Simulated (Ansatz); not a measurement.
CH$_{6}$AlNOSi (`N[Si]1([AlH2])CO1`). Total charge 0; spin multiplicity 1.

```xyz
11

N     1.1594   -0.9843   -1.0362
Si    0.0122   -0.2012   -0.0479
Al    0.9048    1.7066    1.1845
C    -1.7541   -0.4469   -0.3773
O    -1.1350   -1.0935    0.7910
H     2.1340   -1.0028   -0.7855
H     0.9162   -1.7370   -1.6605
H    -0.0964    2.7774    1.7875
H     2.4720    1.8826    1.3862
H    -2.0805   -1.1678   -1.1278
H    -2.5326    0.2669   -0.1141
```

(1) Give the diagnostics of a CCSD(T)/def2-TZVPP run (frozen core, Ansatz 0.2.0). (Best estimate.)

## Answers

(1) Computed: T1 = 0.0141, largest single amplitude 0.024, largest double 0.024, (T) share of the correlation energy 3.9 %, 12 CCSD cycles. The RHF solution is stable towards an unrestricted one. T1 lies under the customary mark of 0.02 for closed shells.
